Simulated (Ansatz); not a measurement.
This geometry of C$_{2}$H$_{10}$OSi$_{2}$ (15 atoms, charge 0, multiplicity 1) is a first-order saddle point.

Method: RKS PBE0-D4/6-31G in Ansatz.

```xyz
15
Properties=species:S:1:pos:R:3
C -2.249 0.165 1.141
Si -0.923 1.167 0.221
O 0.684 0.696 0.686
C 1.255 -0.592 0.374
Si 1.922 -0.690 -1.454
H -2.155 0.303 2.222
H -2.171 -0.905 0.922
H -3.246 0.500 0.834
H -0.998 2.622 0.568
H -1.100 0.971 -1.269
H 2.096 -0.729 1.059
H 0.546 -1.411 0.565
H 3.402 -0.965 -1.455
H 1.251 -1.795 -2.230
H 1.667 0.613 -2.156
```

Problem. Which two structures does it join? (They come from a converged band through this point; their orientation in space is the band's.)

Solution. No bond is made or broken. The dihedral O3–C4–Si5–H13 goes from 62 to -178°. The two ends are copies of one structure, up to a mirror image or an exchange of like atoms.

Initial state:

```xyz
15
Properties=species:S:1:pos:R:3
C -2.192 0.576 1.272
Si -0.720 1.321 0.332
O 0.734 0.400 0.580
C 0.911 -0.961 0.121
Si 1.982 -0.943 -1.483
H -1.991 0.552 2.347
H -2.405 -0.445 0.939
H -3.089 1.182 1.099
H -0.378 2.688 0.840
H -1.052 1.375 -1.142
H 1.434 -1.508 0.913
H -0.044 -1.478 -0.054
H 3.334 -0.365 -1.183
H 2.153 -2.341 -2.026
H 1.302 -0.101 -2.527
```

Final state:

```xyz
15
Properties=species:S:1:pos:R:3
C -2.253 0.101 1.292
Si -1.129 1.043 0.084
O 0.553 0.750 0.410
C 1.187 -0.543 0.257
Si 2.177 -0.557 -1.398
H -2.059 0.414 2.323
H -2.094 -0.980 1.225
H -3.304 0.303 1.059
H -1.279 2.525 0.236
H -1.464 0.623 -1.329
H 1.870 -0.675 1.103
H 0.467 -1.374 0.289
H 2.816 -1.905 -1.626
H 1.242 -0.267 -2.539
H 3.249 0.492 -1.357
```

Problem. How far does it lie above each of them?

Solution. 0.060 eV above the first and 0.060 eV above the second. This is the barrier of this one path; another mechanism may lie lower. Limits of this set-up: no polarisation functions.

The run took 15 min on 1 thread of Intel(R) Xeon(R) Processor @ 2.50GHz (Skylake/Cascade Lake), with other jobs on the host, peak memory 0.19 GiB.
